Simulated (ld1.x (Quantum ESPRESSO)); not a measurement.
What the settings do to the TM semilocal potential of cadmium (Cd)

Base potential:

cadmium (Cd), norm-conserving Troullier–Martins (semilocal form), made with ld1.x (Quantum ESPRESSO) 7.5 (PBE, scalar-relativistic). Core [Kr], reference 4d10 5s1 5p0 (charge +1). Waves: 5s (bound): rc 2.30 bohr; 4d (bound): rc 1.65 bohr; 5p (bound, empty): rc 2.85 bohr. Local part: the p channel. Core correction: Bessel-smoothed model core inside 1.60 bohr.

All-electron outer shells of the reference configuration (PBE, scalar-relativistic, ld1.x):

```
shell  level (eV)  outermost node (bohr)  outermost maximum (bohr)
   4p      -75.82                   0.43                      0.84
   4d      -20.51                   0.42                      0.98
   5s      -13.06                   1.06                      2.23
   5p       -7.37                   1.19                      2.83
```

Cutoffs, loose and tight: the cutoffs (Ry, on a coarse ladder) from which the occupation-weighted sum of valence levels, in a spherical-Bessel basis at the reference potential, stays within 10 and 1 mRy of its value at 400 Ry. They do not see the model core or the augmentation charge, which bear on the density cutoff. Test errors are all-electron minus pseudo excitation energies from the reference, over the configurations 4d10 5s2 5p0; 4d10 5s0 5p0; 4d9 5s0 5p0; 4d10 5s0 5p2; 4d9 5s2 5p0; 4d8 5s0 5p0; 4d9 5s2 5p1. A dash means not determined; rows that change the core or the reference have their own tests.

A semilocal file is local in each channel, so a ghost entry of none says nothing of the separable form that plane-wave codes build from it.

| change | outcome | cutoff, loose | cutoff, tight | bound ghosts | largest test error (meV) |
| --- | --- | --- | --- | --- | --- |
| base | generated | 70 Ry | 110 Ry | none | -455 |
| wave 4d (bound): rc 1.65 bohr becomes 4d (bound): rc 1.02 bohr | generated | 100 Ry | 140 Ry | none | -427 |
| wave 4d (bound): rc 1.65 bohr becomes 4d (bound): rc 1.22 bohr | generated | 90 Ry | 110 Ry | none | -432 |
| wave 4d (bound): rc 1.65 bohr becomes 4d (bound): rc 1.42 bohr | generated | 80 Ry | 120 Ry | none | -437 |
| wave 4d (bound): rc 1.65 bohr becomes 4d (bound): rc 1.54 bohr | generated | 80 Ry | 110 Ry | none | -444 |
| wave 4d (bound): rc 1.65 bohr becomes 4d (bound): rc 1.72 bohr | generated | 70 Ry | 100 Ry | none | -466 |
| wave 4d (bound): rc 1.65 bohr becomes 4d (bound): rc 1.80 bohr | generated | 70 Ry | 100 Ry | none | -472 |
| wave 4d (bound): rc 1.65 bohr becomes 4d (bound): rc 2.00 bohr | generated | 55 Ry | 90 Ry | none | -502 |
| wave 4d (bound): rc 1.65 bohr becomes 4d (bound): rc 2.20 bohr | generated | 50 Ry | 90 Ry | none | -506 |
| wave 4d (bound): rc 1.65 bohr becomes 4d (bound): rc 2.30 bohr | generated | 50 Ry | 80 Ry | none | -492 |
| wave 4d (bound): rc 1.65 bohr becomes 4d (bound): rc 2.46 bohr | generated | 45 Ry | 80 Ry | none | -429 |

Reading the sweep of the d radius (base included, trends over the rows without a ghost): The loose cutoff falls from 100 Ry at 1.02 to 45 Ry at 2.46 bohr. A larger radius leaves more room for a smooth pseudo-wave, so fewer plane waves are needed; a smaller one forces it to follow the all-electron wave where it bends sharply. The median size of the test errors (rows with all tests solved) is not monotonic: lowest 58.5 meV at 2.46 bohr, highest 114.5 meV at 2 bohr.
